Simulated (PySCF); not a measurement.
# Working out the ionisation energy of Pt²⁺

Pt²⁺ [Xe] 4f14 5d8 (3F) → Pt³⁺ [Xe] 4f14 5d7 (4F). Calculation: PySCF 2.14, in aug-cc-pwCVDZ-PP with ECP60MDF; a scalar-relativistic core potential. Frozen: 5s2 5p6. Energies in hartree (1 hartree = 27.21139 eV):

| part | Pt²⁺ (lower) | Pt³⁺ (upper) |
| --- | --- | --- |
| UHF | -117.615397 | -116.544432 |
| CCSD correlation | -0.181201 | -0.133656 |
| (T) | -0.003488 | -0.001634 |

Problem. What does Hartree-Fock give?

Solution. (-116.544432) − (-117.615397) = 1.070965 hartree = 29.142 eV.

Problem. What do CCSD and CCSD(T) give?

Solution. The CCSD correlation energies differ by 0.047545 hartree = 1.294 eV and the triples by 0.001854 hartree = 0.050 eV, so CCSD gives 30.436 eV and CCSD(T) 30.486 eV.

Reference: 29 ± 1.6 eV (theoretical estimate listed by NIST; NIST Atomic Spectra Database, ionization energies), between the lowest levels; spin-orbit coupling is absent from the calculation.

A double-zeta basis recovers only part of the correlation energy.

What remains against the reference includes basis incompleteness, the frozen core and higher excitations.
